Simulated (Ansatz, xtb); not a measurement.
**FH4OSi2−: where a starting geometry ends**

The starting geometry of this gas-phase singlet has its atoms placed at random.

```yaml
atoms:
  - { symbol: F, position_ang: [-0.2845, -0.9851, 1.0784] }
  - { symbol: O, position_ang: [0.3935, -0.3967, -0.8141] }
  - { symbol: Si, position_ang: [1.9883, 1.0593, -0.3352] }
  - { symbol: Si, position_ang: [-1.1321, 0.7525, 0.8057] }
  - { symbol: H, position_ang: [-0.4926, 1.7099, 0.0799] }
  - { symbol: H, position_ang: [1.9464, -0.6605, 0.7166] }
  - { symbol: H, position_ang: [0.7735, -0.6474, 0.0900] }
  - { symbol: H, position_ang: [0.8916, 1.6840, 0.7542] }
```

Problem. Guess where an optimisation with r2SCAN-D4/def2-SVPD ends from this start.

Solution. It ends as a structure with H8 bridging Si3 and Si4, given below by its coordinates. Distances that change by over a tenth: Si3–Si4 (3.34 → 2.56 Å), Si3–H8 (1.67 → 1.84 Å), Si4–H5 (1.36 → 1.70 Å). Contacts that close: F1–Si4 (1.95 → 1.80 Å), O2–Si3 (2.21 → 1.89 Å), O2–Si4 (2.50 → 1.96 Å), Si3–H6 (2.02 → 1.60 Å), Si4–H8 (2.23 → 1.65 Å).

The energy falls by 4.67 eV over 21 steps:

| step | E − E(last) (eV) |
| --- | --- |
| 1 | 4.672 |
| 3 | 1.210 |
| 5 | 0.432 |
| 8 | 0.041 |
| 10 | 0.020 |
| 12 | 0.007 |
| 14 | 0.001 |
| 17 | 0.000 |
| 19 | 0.000 |
| 21 | 0.000 |

Final geometry (Å):

```xyz
8

F    -0.5711   -0.9263    1.5175
O     0.2791   -0.2328   -0.6798
Si    1.5963    1.0773   -0.3255
Si   -0.6995    0.6975    0.7429
H    -0.1978    1.8474   -0.3973
H     2.3581   -0.0718    0.4775
H     0.5548   -1.0699   -0.2718
H     0.7642    1.1946    1.3121
```

From the same start GFN2-xTB ends elsewhere, at `O[SiH2][SiH-]F`.

From so rough a start the end depends on the optimiser's path, so another program may land elsewhere. The end wasn't checked by frequencies. Run with Ansatz 0.2.0, 31 s on 2 threads of Intel(R) Xeon(R) 6975P-C (Granite Rapids) (shared host).
